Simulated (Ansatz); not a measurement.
Results of the Gaussian-basis code of Ansatz.

`O[SiH](S)I` at its PBE0-D4/def2-TZVP geometry, where that method's forces vanish. Total charge 0; spin multiplicity 1. I: def2 effective core potential.

```tsv
atom	x (Å)	y (Å)	z (Å)
O1	-0.920	-0.614	1.302
Si2	-0.257	-0.322	-0.159
S3	1.836	-0.022	0.095
I4	-1.222	1.645	-1.251
H5	-0.795	0.043	1.990
H6	-0.597	-1.491	-0.988
H7	1.955	0.760	-0.990
```

Q: For each bond, give half the difference of the two atoms' forces along it (eV/Å; positive pushes the atoms apart) under PBE-D4, r2SCAN-D4, B3LYP-D4, ωB97M-V in def2-TZVPP. (Estimate.)

A: The calculation gave: 
```
  bond  length (Å)  PBE-D4  r2SCAN-D4  B3LYP-D4  ωB97M-V
O1–Si2       1.630    0.37       0.05      0.11     0.13
 O1–H5       0.960    0.33       0.02     -0.03    -0.06
Si2–S3       2.129    0.08       0.04      0.14     0.03
Si2–I4       2.448    0.04       0.07      0.18    -0.05
Si2–H6       1.473    0.05      -0.05     -0.20    -0.22
 S3–H7       1.343    0.25       0.00     -0.03    -0.09
```

B3LYP here is the variant with VWN-RPA as its local correlation; programs differ in this.
